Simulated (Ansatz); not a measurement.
Steps of a relaxation of `CNBN` with RKS PBE0-D4/def2-TZVP.

```sh
$ ansatz run in.yaml --threads 2 --pin off --events-out ev --progress --plain --max-ram 4352MiB
```

```yaml
crystal:
  periodic: [false, false, false]
  atoms:
    - {symbol: C, position_ang: [-0.984878, 1.403535, 0.292318]}
    - {symbol: N, position_ang: [-0.540205, 0.084532, -0.096648]}
    - {symbol: B, position_ang: [0.778178, -0.429044, 0.028208]}
    - {symbol: N, position_ang: [1.143916, -1.741294, -0.375756]}
    - {symbol: H, position_ang: [-1.382718, 1.996716, -0.563822]}
    - {symbol: H, position_ang: [-1.781622, 1.379331, 1.071855]}
    - {symbol: H, position_ang: [-0.130032, 1.967415, 0.713758]}
    - {symbol: H, position_ang: [-1.277311, -0.502318, -0.494857]}
    - {symbol: H, position_ang: [1.638620, 0.294183, 0.506554]}
    - {symbol: H, position_ang: [0.506109, -2.423765, -0.784529]}
    - {symbol: H, position_ang: [2.095244, -2.086290, -0.276381]}
basis:
  gaussian: {orbitals: def2-TZVP}
hamiltonian: {xc: pbe0, dispersion: d4}
relax: {f_tol: 0.005, max_steps: 150}
```

Positions (Å) and forces (eV/Å) along the path, 6 of 6 steps:

```xyz
11
step=1 energy=-4805.6245 eV
C    -0.985    1.404    0.292   -0.088    0.421    0.138
N    -0.540    0.085   -0.097   -0.139   -0.363   -0.169
B     0.778   -0.429    0.028   -0.026    0.149    0.050
N     1.144   -1.741   -0.376    0.056   -0.271   -0.088
H    -1.383    1.997   -0.564    0.231   -0.361    0.396
H    -1.782    1.379    1.072    0.424   -0.062   -0.396
H    -0.130    1.967    0.714   -0.395   -0.305   -0.212
H    -1.277   -0.502   -0.495    0.472    0.384    0.258
H     1.639    0.294    0.507   -0.329   -0.276   -0.182
H     0.506   -2.424   -0.785    0.406    0.452    0.266
H     2.095   -2.086   -0.276   -0.613    0.233   -0.060
11
step=2 energy=-4805.6654 eV
C    -0.978    1.397    0.292   -0.056    0.170    0.050
N    -0.539    0.082   -0.097    0.010   -0.163   -0.058
B     0.773   -0.423    0.030   -0.035    0.063    0.014
N     1.136   -1.729   -0.373    0.022   -0.071   -0.021
H    -1.369    1.977   -0.560    0.069   -0.102    0.128
H    -1.764    1.366    1.063    0.130   -0.008   -0.121
H    -0.129    1.951    0.707   -0.117   -0.089   -0.062
H    -1.267   -0.498   -0.490    0.123    0.106    0.069
H     1.622    0.292    0.502   -0.095   -0.080   -0.052
H     0.504   -2.403   -0.778    0.089    0.116    0.065
H     2.076   -2.071   -0.275   -0.139    0.058   -0.012
11
step=3 energy=-4805.6687 eV
C    -0.976    1.395    0.291   -0.008    0.027    0.008
N    -0.538    0.081   -0.097    0.015   -0.030   -0.008
B     0.770   -0.422    0.030   -0.011    0.009    0.002
N     1.134   -1.725   -0.372    0.014   -0.009   -0.001
H    -1.364    1.972   -0.556   -0.001   -0.001   -0.007
H    -1.757    1.363    1.060   -0.003   -0.005    0.004
H    -0.129    1.945    0.704    0.008    0.000    0.002
H    -1.264   -0.497   -0.489   -0.010    0.002   -0.002
H     1.614    0.291    0.501    0.003    0.002    0.001
H     0.504   -2.396   -0.776   -0.009    0.003   -0.001
H     2.072   -2.064   -0.274    0.002    0.002    0.002
11
step=4 energy=-4805.6687 eV
C    -0.975    1.396    0.292   -0.005   -0.004   -0.003
N    -0.539    0.079   -0.098    0.010    0.008    0.006
B     0.769   -0.422    0.030   -0.012    0.000   -0.003
N     1.134   -1.725   -0.372    0.003    0.000    0.001
H    -1.363    1.972   -0.556   -0.001    0.000    0.001
H    -1.755    1.363    1.061    0.000    0.001   -0.001
H    -0.127    1.943    0.703    0.003   -0.002    0.000
H    -1.267   -0.497   -0.490   -0.001    0.000    0.000
H     1.612    0.292    0.501    0.001   -0.002    0.000
H     0.504   -2.395   -0.776    0.002    0.000    0.000
H     2.072   -2.064   -0.273    0.001   -0.002    0.000
11
step=5 energy=-4805.6687 eV
C    -0.976    1.396    0.292    0.006    0.002    0.002
N    -0.539    0.080   -0.098   -0.008    0.000   -0.003
B     0.769   -0.422    0.030    0.003    0.000    0.001
N     1.135   -1.725   -0.372   -0.002    0.000   -0.001
H    -1.364    1.972   -0.556    0.000   -0.001    0.000
H    -1.756    1.363    1.061    0.000   -0.001    0.000
H    -0.127    1.943    0.703   -0.002    0.002    0.001
H    -1.267   -0.496   -0.490    0.002   -0.004    0.000
H     1.612    0.291    0.501    0.000    0.000    0.000
H     0.505   -2.395   -0.776    0.000   -0.001    0.000
H     2.073   -2.064   -0.273    0.000    0.001    0.000
11
step=6 energy=-4805.6687 eV
C    -0.975    1.396    0.292    0.000    0.001    0.000
N    -0.539    0.080   -0.098    0.000    0.000    0.000
B     0.769   -0.422    0.030    0.000    0.000    0.000
N     1.135   -1.725   -0.372    0.000    0.000    0.000
H    -1.364    1.972   -0.556    0.000    0.000    0.000
H    -1.756    1.363    1.061    0.000    0.000    0.000
H    -0.127    1.944    0.703    0.000    0.000    0.000
H    -1.267   -0.496   -0.490    0.000    0.000    0.000
H     1.612    0.291    0.501    0.000    0.000    0.000
H     0.505   -2.395   -0.776    0.000    0.000    0.000
H     2.073   -2.064   -0.273    0.000    0.000    0.000
```

Hardware: 2 threads of an Arm Neoverse V1 on a shared host. Wall time 24 s, peak host memory 0.31 GiB.
